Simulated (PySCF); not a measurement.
Isomers of C7H18Si, from PBE0-D3(BJ)/def2-SVP geometry optimisation, gas phase (PySCF 2.14.0). One conformer each, no zero-point energy, no frequencies.

Problem. Which is lower in electronic energy at this level?
A. `[CH3:1][CH2:2][CH2:3][SiH2:4][C:5]([CH3:6])([CH3:7])[CH3:8]` with C1–C2–C3–Si4 180°, C2–C3–Si4–C5 180°: A = 3330, B = 707.4, C = 683.1 MHz, dipole 0.73 D
B. `[CH3:1][CH:2]([CH3:3])[C@H:4]([CH3:5])[CH2:6][CH2:7][SiH3:8]` with C1–C2–C4–C5 -67°, C2–C4–C6–C7 -166°, C4–C6–C7–Si8 177°: A = 3394, B = 638.3, C = 607.9 MHz, dipole 0.92 D

Solution. A. That is `CCC[SiH2]C(C)(C)C`, 6.0 kcal/mol below the other.

```tsv
SMILES	mapped SMILES	E (Eh)	relative (kcal/mol)	relative (kJ/mol)	dipole (D)
CCC[SiH2]C(C)(C)C	[CH3:1][CH2:2][CH2:3][SiH2:4][C:5]([CH3:6])([CH3:7])[CH3:8]	-566.35335	0.0	0.0	0.73
CC(C)[C@H](C)CC[SiH3]	[CH3:1][CH:2]([CH3:3])[C@H:4]([CH3:5])[CH2:6][CH2:7][SiH3:8]	-566.34383	6.0	25.0	0.92
```
